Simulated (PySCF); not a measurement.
BrH2NZn, SMILES [NH2][Zn][Br]. Geometry: B3LYP-D3(BJ)/def2-SVP. Other conformers were not sampled.

Level of theory: B3LYP-D3(BJ)/def2-SVP (PySCF).

Harmonic wavenumbers (cm⁻¹): 111, 115, 288, 463, 673, 764, 1536, 3503, 3587. Rotational constants (GHz): 287.6, 1.562, 1.558; symmetry number 1.

Work out the zero-point energy and the ideal-gas rigid-rotor harmonic-oscillator thermochemistry at 298.15 K and 1 atm.

ZPE = ½ Σ hcν = ½ × 11041 cm⁻¹ = 15.78 kcal/mol. H − E(el) = 19.61 kcal/mol. Entropy in cal/(mol K): translation 41.14, rotation 23.64, vibration 9.26, total 74.05. G − E(el) = -2.47 kcal/mol. Cp = 16.51 cal/(mol K). Modes under 150 cm⁻¹ make the vibrational entropy uncertain.
